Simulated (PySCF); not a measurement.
An unknown is described by computed data only.

Formula: C4H9NSi2.

| Item | Value |
| --- | --- |
| UV, strongest line | among the 10 lowest singlet transitions: S10 at 7.60 eV (163 nm, f = 0.090) [TDDFT PBE0/def2-SVPD] |
| Triplet | lowest triplet excitation (Tamm–Dancoff): 5.54 eV [TDA PBE0/def2-SVPD] |
| NMR, other nuclei | isotropic shieldings of nuclei other than C and H, by class: -120 (1 N), 437 (1 Si), 486 (1 Si) ppm [GIAO HF/pcSseg-1] |
| UV, first state | lowest singlet excitation: 6.36 eV (195 nm, f = 0.020) [TDDFT PBE0/def2-SVPD] |
| 13C NMR | chemical shifts (computed TMS as zero) by class: 133.6 (1 C), 2.4 (1 C), -0.4 (1 C), -13.9 (1 C) ppm [GIAO HF/pcSseg-1] |
| 1H NMR | chemical shifts (computed TMS as zero) by class: 3.49 (3 H), 3.34 (1 H), 0.94 (1 H), 0.71 (1 H), 0.45 (1 H), 0.10 (1 H), -0.59 (1 H) ppm [GIAO HF/pcSseg-1] |
| Dipole | 4.27 D [PBE0/def2-SVPD] |
| Rotational structure | rotational constants A, B, C: 1.909, 1.307, 0.832 GHz [PBE0-D3(BJ)/def2-SVP] |

Gas-phase values; electronic properties from PySCF, density fitting. Levels stand in brackets. Geometry: PBE0-D3(BJ)/def2-SVP, one conformer, isolated molecule. Each NMR value is the plain mean over a class of atoms that symmetry, rotation or inversion makes alike.

Question: Give a SMILES that accounts for the data.

Answer: Numbering: `[N:1]#[C:2][Si@@H:3]([SiH3:4])[CH:5]1[CH2:6][CH2:7]1`. Its formula, C4H9NSi2, gives 3 degrees of unsaturation: 1 ring and 2 π bonds in the structure found. 4 carbons fall into 4 classes; from least to most shielded: cyano carbon [C2] (133.6 ppm), three-membered-ring carbon [C6] (2.4 ppm), three-membered-ring carbon [C7] (-0.4 ppm), ring sp3 carbon bound to silicon [C5] (-13.9 ppm). Hydrogen classes from least to most shielded: 3 H on an SiH3 silicon, Si4 (3.49 ppm), 1 H on an SiH silicon, Si3 (3.34 ppm), 1 H on a three-membered-ring carbon, C6 (0.94 ppm), 1 H on a three-membered-ring carbon, C7 (0.71 ppm), 1 H on a three-membered-ring carbon, C6 (0.45 ppm), 1 H on a three-membered-ring carbon, C7 (0.10 ppm), 1 H on an sp3 carbon bound to silicon, C5 (-0.59 ppm). The other shieldings belong to: -120 ppm, cyano nitrogen [N1]; 437 ppm, SiH silicon [Si3]; 486 ppm, SiH3 silicon [Si4]. S1 is mainly HOMO→LUMO (weight 0.72); the largest Löwdin shares of the orbital it empties are 0.23 on the SiH3 silicon, 0.20 on the SiH silicon, 0.13 on a three-membered-ring carbon and 0.12 on the sp3 carbon bound to silicon, of the orbital it fills 0.23 on the SiH silicon, 0.21 on the cyano carbon, 0.20 on the cyano nitrogen and 0.12 on the SiH3 silicon. The optimised geometry has point group C1 and is an asymmetric top. Structure: `N#C[Si@@H]([SiH3])C1CC1`. Computed isomers that give other values at the same levels: `C#C[C@H]1C[SiH2]N[SiH2]1` (13C chemical shifts (computed TMS as zero) by class: 87.2 (1 C), 77.2 (1 C), 11.8 (1 C), 4.9 (1 C) ppm); `N#C[C@@H]1CC[SiH2][SiH2]1` (13C chemical shifts (computed TMS as zero) by class: 131.6 (1 C), 25.6 (1 C), 6.8 (1 C), 3.7 (1 C) ppm); `C[Si]1(C#N)C[SiH2]C1` (13C chemical shifts (computed TMS as zero) by class: 135.4 (1 C), 0.8 (1 C), -5.9 (2 C) ppm). The assignments are read from this structure; whether some other isomer fits the data as well wasn't checked. The mirror image fits equally.

Shape of the structure used: `[N:1]#[C:2][Si@@H:3]([SiH3:4])[CH:5]1[CH2:6][CH2:7]1`: C2–Si3–C5–C6 84°.
